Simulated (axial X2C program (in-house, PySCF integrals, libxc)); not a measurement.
Correcting the dissociation energy of SnTe⁺ for spin–orbit coupling

A spin-free PBE0 curve (one-electron X2C) was computed with an in-house relativistic program for diatomic molecules, basis Te dyall-cv3z [11s12p8d4f1g], Sn dyall-cv3z [11s12p9d4f1g] (cores contracted in-house), for the state M_S = 1/2, Λ = 1 (beyond evenly filled blocks: π+α, π+β, π-α). It gives D0 = 2.874 eV to Te + Sn+, which in a spin-free picture are the weighted means of the ground terms.

Measured levels of the ground terms (NIST Handbook of Basic Atomic Spectroscopic Data), in cm⁻¹: Te 3P: J = 2 at 0, J = 0 at 4706.5, J = 1 at 4750.7; Sn+ 2P: J = 1/2 at 0, J = 3/2 at 4251.5.

The two components of the molecular doublet are 3446 cm⁻¹ apart in the PBE0 2c search (Ω = 3/2 lower), so the lower one lies 1723 cm⁻¹ under their mean.

How far does each ground level lie under the (2J+1)-weighted mean of its term?

Te: (5 × 0 + 1 × 4706.5 + 3 × 4750.7)/9 = 2107 cm⁻¹; Sn+: (2 × 0 + 4 × 4251.5)/6 = 2834 cm⁻¹.

Correct D0.

D0 = 2.874 + (1723 − 4941)/8065.5 = 2.475 eV at PBE0 with these spin–orbit terms.

Second-order spin–orbit effects in the molecule, which grow quickly with Z, are left out. Occupations by symmetry block were frozen at the best pattern of an incomplete PBE0 search. Dissociation energies refer to the lowest single-determinant-based atoms at the same level and basis. Without a current term, density functionals place determinants with orbital angular momentum somewhat too high.
